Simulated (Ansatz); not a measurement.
Harmonic frequencies (cm⁻¹) at PBE0-D4/def2-TZVP from Ansatz: 1085.

Question: Which molecule is it?
A. `[F][Pt-2]([F])([F])([F])([F])[F]`
B. `O=C[O-]`
C. `[TeH-]`
D. `[C-]#[Se+]`

Answer: D.
